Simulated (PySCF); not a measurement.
# Trend along the fourth-period p block: MGa molecules

CCSD(T) with double-zeta basis sets in PySCF, for the lowest determinant that a PBE0 search found; no spin–orbit coupling. De refers to high-spin ground-configuration atoms.

| M | basis | reference, frozen orbitals | state (unpaired electrons) | Re (Å) | ωe (cm⁻¹) | De (eV) |
| --- | --- | --- | --- | --- | --- | --- |
| Ge | cc-pVDZ-PP | UHF, 8 | quartet (σ ↑, π ↑↑) | 2.510 | 220 | 2.10 |
| As | cc-pVDZ-PP | UHF, 8 | triplet (π ↑↑) | 2.591 | 207 | 1.47 |
| Br | x2c-SVPall | RHF, 18 | singlet (closed shell) | 2.361 | 276 | 4.07 |

The shortest bond is that of GaBr (2.361 Å), the longest that of GaAs (2.591 Å). GaBr is bound most strongly (4.07 eV) and GaAs least (1.47 eV).

The rows differ in basis set, which adds steps of its own.

The state changes along the series, so neighbouring rows are not always alike in their bonding.

Correlated steps freeze the inner cores (8 to 18 orbitals); shallow outer-core shells are correlated. Correlated levels converge slowly with the basis: in double zeta they bind strong bonds too weakly, by up to about 1 eV, and carry superposition errors of some tenths. Where the molecule has an RHF reference, its open-shell atoms are computed with UHF. States were picked by a PBE0 search and need not be the measured ground states.
